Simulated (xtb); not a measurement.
Cl$_{4}$Te, triplet, geometry from GFN2-xTB of the parent state (a higher spin typed on purpose: for a closed-shell molecule this is an excited state); GFN1-xTB (xtb 6.7.1).

Here is a job for xtb.
```
$ xtb mol.xyz --gfn 1 --chrg 0 --uhf 2 --json

# file mol.xyz
5

Te    -0.00534842     0.01223355     0.48327654
Cl     1.16596908    -1.49075955    -0.82644836
Cl     1.90421897     1.50336856     0.12041395
Cl    -1.14657041     1.44638856    -0.92639152
Cl    -1.90725777    -1.49641785     0.15416827
```

### Question
What does xtb print? Leave out banner, timings and long lists.

### Answer

```
   ID    Z sym.   atoms
    1   52 Te     1
    2   17 Cl     2-5

           -------------------------------------------------
          |                Calculation Setup                |
           -------------------------------------------------

           -------------------------------------------------
          |                 G F N 1 - x T B                 |
           -------------------------------------------------

          ...................................................
          :                      SETUP                      :
          :.................................................:
          :  # basis functions                  50          :
          :  # atomic orbitals                  45          :
          :  # shells                           15          :
          :  # electrons                        34          :
          :  # halogen bonds                     0          :
          :  max. iterations                   250          :
          :  Hamiltonian                  GFN1-xTB          :
          :  restarted?                      false          :
          :  GBSA solvation                  false          :
          :  PC potential                    false          :
          :  electronic temp.          300.0000000     K    :
          :  accuracy                    1.0000000          :
          :  -> integral cutoff          0.2500000E+02      :
          :  -> integral neglect         0.1000000E-07      :
          :  -> SCF convergence          0.1000000E-05 Eh   :
          :  -> wf. convergence          0.2000000E-04 e    :
          :  Broyden damping             0.4000000          :
          :  net charge                          0          :
          :  unpaired electrons                  2          :
          ...................................................

 iter      E             dE          RMSdq      gap      omega  full diag
   1    -20.6845214 -0.206845E+02  0.398E+00    0.25       0.0  T
   2    -20.6825243  0.199712E-02  0.375E+00    0.04       1.0  T
   3    -20.7038105 -0.212862E-01  0.194E+00    0.14       1.0  T
   4    -20.7037598  0.507500E-04  0.285E-01    0.13       1.0  T
   5    -20.7034686  0.291132E-03  0.436E-01    0.14       1.0  T
   6    -20.7040004 -0.531738E-03  0.221E-02    0.13       2.0  T
   7    -20.7040015 -0.111543E-05  0.816E-03    0.13       5.5  T
   8    -20.7040016 -0.142462E-06  0.897E-05    0.13     498.4  T
[...]
         :: total energy             -20.695692036386 Eh    ::
[...]
        21                         -0.0610524              -1.6613
        22                         -0.0604520              -1.6450
        23                         -0.0589228              -1.6034
        24                         -0.0570134              -1.5514
        25                         -0.0564002              -1.5347
        26                         -0.0561694              -1.5284
        27                         -0.0545283              -1.4838
        28                         -0.0544497              -1.4817
        29                         -0.0533534              -1.4518
       ...                                ...                  ...
        45                          0.5967293              16.2378
      -------------------------------------------------------------
                  HL-Gap            0.0046834 Eh            0.1274 eV
             Fermi-level           -0.3859969 Eh          -10.5035 eV

  Mulliken/CM5 charges         n(s)   n(p)   n(d)
     1Te    0.27523  0.33959   2.005  3.072  0.648
     2Cl   -0.07298 -0.09179   1.946  5.107  0.020
     3Cl   -0.06464 -0.07802   1.962  5.103 -0.000
     4Cl   -0.07297 -0.09177   1.946  5.107  0.020
     5Cl   -0.06464 -0.07802   1.962  5.103 -0.000

Wiberg/Mayer (AO) data.
largest (>0.10) Wiberg bond orders for each atom

 ---------------------------------------------------------------------------
     #   Z sym  total        # sym  WBO       # sym  WBO       # sym  WBO
 ---------------------------------------------------------------------------
     1  52 Te   3.472 --     4 Cl   0.986     2 Cl   0.986     5 Cl   0.750
                             3 Cl   0.750
     2  17 Cl   1.214 --     1 Te   0.986
     3  17 Cl   1.014 --     1 Te   0.750     5 Cl   0.115
     4  17 Cl   1.214 --     1 Te   0.986
     5  17 Cl   1.014 --     1 Te   0.750     3 Cl   0.115
 ---------------------------------------------------------------------------

Topologies differ in total number of bonds
Writing topology from bond orders to xtbtopo.mol

 dipole moment from electron density (au)
     X       Y       Z
  -0.0093   0.0212   0.8369  total (Debye):    2.128

           -------------------------------------------------
          | TOTAL ENERGY              -20.695692036386 Eh   |
          | GRADIENT NORM               0.100738686895 Eh/α |
          | HOMO-LUMO GAP               0.127441577141 eV   |
           -------------------------------------------------

normal termination of xtb
```
